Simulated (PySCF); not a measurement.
Vibration and rotation of Pb₂

UHF-CCSD(T) constants of Pb₂, ³Σg⁻ (triplet), unpaired electrons π ↑↑ (PySCF, scalar-relativistic core potentials, basis sets Pb def2-SVP with ECP60; masses 207.9766 and 207.9766 u):

```
ωe              : 133.2 cm⁻¹
ωexe            : 0.178 cm⁻¹
Be              : 0.018813 cm⁻¹
αe              : 3.58e-05 cm⁻¹
D (centrifugal) : 1.5e-09 cm⁻¹
De to Pb + Pb   : 1.74 eV
```

(1) Give the vibrational terms G(v) and spacings up to v = 6.

(2) How well does the Morse estimate ωe²/(4ωexe) reproduce De, and what is D0?

Correlated steps freeze 8 core orbitals. Correlated levels converge slowly with the basis: in double zeta they bind strong bonds too weakly, by up to about 1 eV, and carry superposition errors of some tenths. Spin–orbit coupling is left out, which matters for elements this heavy, above all for dissociation energies. The state was picked by a PBE0 search and need not be the measured ground state.

## Answers

(1) G(v) = ωe(v+½) − ωexe(v+½)².

| v | G(v) (cm⁻¹) | G(v) − G(v−1) | Bv (cm⁻¹) |
| --- | --- | --- | --- |
| 0 | 66.6 |  | 0.01880 |
| 1 | 199.4 | 132.8 | 0.01876 |
| 2 | 331.9 | 132.5 | 0.01872 |
| 3 | 464.0 | 132.1 | 0.01869 |
| 4 | 595.8 | 131.8 | 0.01865 |
| 5 | 727.2 | 131.4 | 0.01862 |
| 6 | 858.3 | 131.1 | 0.01858 |

(2) It gives 3.09 eV, 178 % of the computed De. D0 = De − G(0) = 1.74 − 0.01 = 1.73 eV.
